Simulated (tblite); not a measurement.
Species: CH3F2NO4S2.
Bonds: C1–N2, N2–S3, S3–O4 (double), S3–O5 (double), S3–F6, N2–S7, S7–O8 (double), S7–O9 (double), S7–F10. Hydrogens: H11, H12, H13 on C1.

A start from a force field or distance geometry was refined with GFN2-xTB geometry optimisation, gas phase (tblite). Values at the start:

```json
{"coordinate": "C1–N2", "start": "1.466 Å"}
{"coordinate": "C1–H11", "start": "1.085 Å"}
{"coordinate": "N2–S3", "start": "1.655 Å"}
{"coordinate": "N2–S7", "start": "1.672 Å"}
{"coordinate": "S3=O4", "start": "1.459 Å"}
{"coordinate": "S3=O5", "start": "1.442 Å"}
{"coordinate": "S3–F6", "start": "1.592 Å"}
{"coordinate": "C1–N2–S3", "start": "114.8°"}
{"coordinate": "C1–N2–S7", "start": "112.9°"}
{"coordinate": "N2–S3–O4", "start": "108.2°"}
{"coordinate": "N2–S3–F6", "start": "106.8°"}
{"coordinate": "N2–S7–F10", "start": "104.7°"}
{"coordinate": "S3–N2–S7", "start": "112.1°"}
{"coordinate": "O4–S3–F6", "start": "103.7°"}
{"coordinate": "O5–S3–F6", "start": "106.0°"}
{"coordinate": "C1–N2–S3–O4", "start": "-35°"}
{"coordinate": "C1–N2–S7–O8", "start": "167°"}
```

Q: How do these coordinates change at the GFN2-xTB level?

A: 
```csv
coordinate,GFN2-xTB (Å or °),change
S3=O4,1.410,-0.049
S3=O5,1.400,-0.042
S3–F6,1.625,+0.033
N2–S7,1.658,-0.014
N2–S3,1.641,-0.014
C1–N2,1.454,-0.012
C1–H11,1.089,+0.004
N2–S3–F6,96.9,-9.9
N2–S7–F10,95.2,-9.5
S3–N2–S7,109.1,-3.0
C1–N2–S3,117.4,+2.6
O4–S3–F6,106.1,+2.4
N2–S3–O4,110.6,+2.4
C1–N2–S7,114.5,+1.6
O5–S3–F6,107.5,+1.5
C1–N2–S7–O8,-174,+19
C1–N2–S3–O4,-19,+16
```

The energy falls by 12.3 kcal/mol over 93 L-BFGS steps, the largest force on an atom goes from 3.10 to 0.010 eV/Å, and the atoms move by 0.403 Å rms after alignment. The bond that changes most is S3=O4 (sulfonyl sulfur to sulfonyl oxygen), which shortens by 0.049 Å. Bonds longer at the end by more than 0.005 Å: 2 of 12; shorter: 8. Among the dihedrals that turn most is H13–C1–N2–S7, from -163° to 155°. Rotational constants go from 1893, 856.4, 771.9 to 1895, 929.7, 834.5 MHz.

Its GFN2-xTB frequencies are all real (lowest 61 cm⁻¹). One conformer, not necessarily the lowest. 3 starts were optimised and ended at 0.00, 0.01 and 0.71 kcal/mol (GFN2-xTB); the lowest of these is shown.

All values are computed, not measured.
